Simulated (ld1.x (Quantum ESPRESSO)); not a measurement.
# Which change was made? (Ge, TM semilocal)

| Property | Result |
| --- | --- |
| Element | Ge |
| Generator | ld1.x (Quantum ESPRESSO) 7.5 |
| Type | norm-conserving Troullier–Martins (semilocal form) |
| Functional | PBE |
| Relativity | scalar-relativistic |
| Frozen core | [Ar] 3d10 |
| Valence charge | 4 |
| Reference configuration | 4s2 4p0 (charge +2) |
| Partial waves | 4p (bound, empty): rc 1.45 bohr; 4d channel at 0.45 Ry: rc 1.55 bohr; 4s (bound): rc 1.60 bohr |
| Local potential | the s channel |
| Core correction | Bessel-smoothed model core, default radius (core density twice the valence density) |

Cutoffs, loose and tight: the cutoffs (Ry, on a coarse ladder) from which the occupation-weighted sum of valence levels, in a spherical-Bessel basis at the reference potential, stays within 10 and 1 mRy of its value at 400 Ry. They do not see the model core or the augmentation charge, which bear on the density cutoff. Test errors are all-electron minus pseudo excitation energies from the reference, over the configurations 4s2 4p2; 4s2 4p1; 4s1 4p0; 4s1 4p3; 4s2 4p1.5; 4s1 4p2; 4s0 4p4; variants that change the core or the reference have their own tests.

The base gives: outcome: generated; cutoff, loose: 30 Ry; cutoff, tight: 45 Ry; bound ghosts: none; largest test error (meV): -91.

Problem. After one change the result is: outcome: generated; cutoff, loose: 12 Ry; cutoff, tight: 30 Ry; bound ghosts: none; largest test error (meV): -126. Which change was it?
A. wave 4s (bound): rc 1.60 bohr becomes 4s (bound): rc 1.36 bohr
B. wave 4s (bound): rc 1.60 bohr becomes 4s (bound): rc 1.18 bohr
C. wave 4s (bound): rc 1.60 bohr becomes 4s (bound): rc 2.38 bohr

Solution. C. The others give: wave 4s (bound): rc 1.60 bohr becomes 4s (bound): rc 1.18 bohr → outcome: generated; cutoff, loose: 60 Ry; cutoff, tight: 230 Ry; bound ghosts: none; largest test error (meV): -87 | wave 4s (bound): rc 1.60 bohr becomes 4s (bound): rc 1.36 bohr → outcome: generated; cutoff, loose: 40 Ry; cutoff, tight: 90 Ry; bound ghosts: none; largest test error (meV): -92.
